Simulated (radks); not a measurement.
All-electron atom: Mo III in [Kr] 4d4 (the NIST ground configuration). All-electron calculation, scalar-relativistic Kohn-Sham, SCAN, spin-unpolarised, spherical densities, finite nucleus; meta-GGA in the generalised Kohn-Sham scheme; Fermi nuclear charge, rms radius 4.4091 fm. Program: a radial shooting solver on a logarithmic mesh with Libxc functionals.

Normalised radial functions P(r) = r R(r), r in bohr:

r	3d
0.002149	0.0000
0.002866	0.0000
0.003823	0.0001
0.00514	0.0002
0.006855	0.0006
0.009143	0.0013
0.01229	0.0029
0.0164	0.0063
0.02187	0.0137
0.0294	0.0299
0.03921	0.0617
0.05272	0.1253
0.07032	0.2373
0.09379	0.4219
0.1261	0.7009
0.1682	1.0404
0.2243	1.3690
0.3016	1.5597
0.4022	1.4842
0.5365	1.1462
0.7213	0.6781
0.962	0.2994
1.283	0.0927
1.725	0.0170
2.301	0.0017
3.069	0.0001
4.126	0.0000
5.503	0.0000
7.34	0.0000
9.868	0.0000

3d: eigenvalue -242.23 eV, 0 radial nodes, <r> = 0.415 bohr, 90 % of the charge inside 0.663 bohr.

Empty levels of this run are not shown, since the potential may be unsettled where no density lies.
